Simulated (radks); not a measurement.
Problem. Spherical quantum dot in the effective-mass picture: electrons in a parabolic well V = omega^2 r^2 / 2 with omega = 0.0682, with a point charge +1 (a donor) at the centre, all in effective atomic units (hartree* = m*/eps^2 hartree, bohr* = eps/m* bohr), one dielectric constant everywhere. Calculated with a radial shooting solver with Libxc functionals: non-relativistic Kohn-Sham, exchange-only LDA, spin-polarised, spherical densities. Levels are named by radial order and angular momentum (1s, 1p, 1d, 2s, ...), and open shells are averaged over m. Results are scaled to m* = 0.033 and eps = 7.3, for which hartree* = 16.85 meV and bohr* = 11.71 nm. At N = 26 the configuration is 1s2 1p(up 3, down 0) 1d(up 5, down 0) 2s(up 1, down 0) 1f(up 7, down 0) 2p(up 3, down 0) 1g(up 5, down 0). Does electron 27 go into 3s up or 2d up or 1g up?

Solution. Into 1g up. The total energies of the other choices lie higher by 0.0494 meV (3s up), 0.396 meV (2d up).
